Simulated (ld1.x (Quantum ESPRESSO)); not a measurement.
## Si, TM: configuration errors across variants

ld1.x (Quantum ESPRESSO) 7.5 input, shortened:

```
&input
   title='Si', zed=14., rel=1, dft='PZ', iswitch=3,
   config='[Ne] 3s2 3p2 3d-2'
 /
 &inputp
   pseudotype=2, tm=.true., lloc=1,
   nlcc=.true., new_core_ps=.true., rcore=1.10
 /
3
3S  1  0   2.00   0.00  1.70  1.70  0.0
3D  3  2  -2.00  -0.10  1.80  1.80  0.0
3P  2  1   2.00   0.00  1.55  1.55  0.0
 &test
   configts(1)='3s2 3p2'
 /
```

All-electron excitation energies from the reference (eV): (1) 3s2 3p1 7.829; (2) 3s2 3p0 23.943; (3) 3s1 3p0 58.088; (4) 3s2 3p2.3 -0.957; (5) 3s1 3p3 6.807; (6) 3s1 3p2 15.242; (7) 3s0 3p4 13.779; (8) 3s2 3p2 spin -0.611; (9) 3s2 3p1 spin 7.624.

Spin tests fill each open shell by Hund’s rule, majority spin first.

Errors AE − PS in meV (a dash: test not solved or not reliable):

```tsv
change	(1)	(2)	(3)	(4)	(5)	(6)	(7)	(8)	(9)	bound ghosts
base	+2.1	+12	+38	+0.1	+0.5	+5.6	+3.3	+2.3	+2.7	none
core correction none	+3.5	+31	+218	+0.1	+5.5	+17	+24	+40	+21	none
core correction Bessel-smoothed model core inside 0.74 bohr	+2.1	+12	+37	+0.1	+0.5	+5.6	+3.2	+2.1	+2.6	none
core correction Bessel-smoothed model core inside 1.58 bohr	+2.2	+14	+55	+0.1	+1.1	+6.8	+5.6	+7.1	+4.9	none
core correction Bessel-smoothed model core inside 1.76 bohr	+2.4	+16	+78	+0.1	+1.9	+8.5	+8.9	+13	+7.5	none
```

(1) Give the same row for: core correction Bessel-smoothed model core inside 1.22 bohr.

## Answers

(1) +2.1, +12, +39, +0.1, +0.6, +5.7, +3.4, +2.7, +2.8; bound ghosts: none.
